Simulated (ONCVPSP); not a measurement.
Transferability test, ONCV potential for zinc (Zn)

Zn (Z = 30), optimised norm-conserving Vanderbilt (ONCV), made with ONCVPSP 4.0.1 (LDA (Perdew-Wang 92), fully relativistic). Core [Ne], reference 3s2 3p6 3d10 4s1.5 (charge +0.5). Waves: 3s+4s: rc 1.35 bohr, ncon 5, nbas 9, qcut 8.9 1/bohr, 2 projectors; 3p: rc 0.90 bohr, ncon 5, nbas 9, qcut 17.3 1/bohr, 1 projector; 3d: rc 0.80 bohr, ncon 3, nbas 7, qcut 21.8 1/bohr, local; f scattering state at 0.37 Ha: rc 1.50 bohr, ncon 5, nbas 9, qcut 7.5 1/bohr, 2 projectors, debl 2.2 Ha. Local part: the d channel. Core correction: Teter function, fcfact 4.25, rcfact 1.3.

Open shells are filled in proportion to 2j + 1.

Energies are relative to the spin-unpolarised reference configuration 3s2 3p6 3d10 4s1.5; without spin polarisation the order of configurations can differ from experiment. The d channel is local and has no spin–orbit splitting in the pseudo-atom.

```csv
valence configuration,charge,ΔE all-electron (eV),error AE − PS (meV)
3s2 3p6 3d10 4s1,+1,6.109,+0.2
3s2 3p6 3d10 4s0 4p2,0,6.676,+3.9
```

Question: What are ΔE and the potential's error for 3s2 3p6 3d10 4s2?

Answer: ΔE = -4.075 eV all-electron; the error (AE − PS) is 0.0 meV.

Question: What are ΔE and the potential's error for 3s2 3p6 3d10 4s0?

Answer: ΔE = 24.873 eV all-electron; the error (AE − PS) is +1.9 meV.

Levels in the configuration 3s2 3p6 3d10 4s0 4p2:

```tsv
level	all-electron (eV)	pseudo (eV)
3s j=1/2	-132.656	-132.654
3p j=3/2	-86.309	-86.301
3p j=1/2	-89.382	-89.375
3d j=5/2	-14.252	-14.393
3d j=3/2	-14.613	-14.393
4p j=3/2	-2.962	-2.962
4p j=1/2	-3.061	-3.060
```

These tests converged, but a pseudo level misses the all-electron one widely, so the file describes the atom poorly there or has found another state: 3s2 3p6 3d10 4s0 4p2: empty 4s by 14.5 eV.
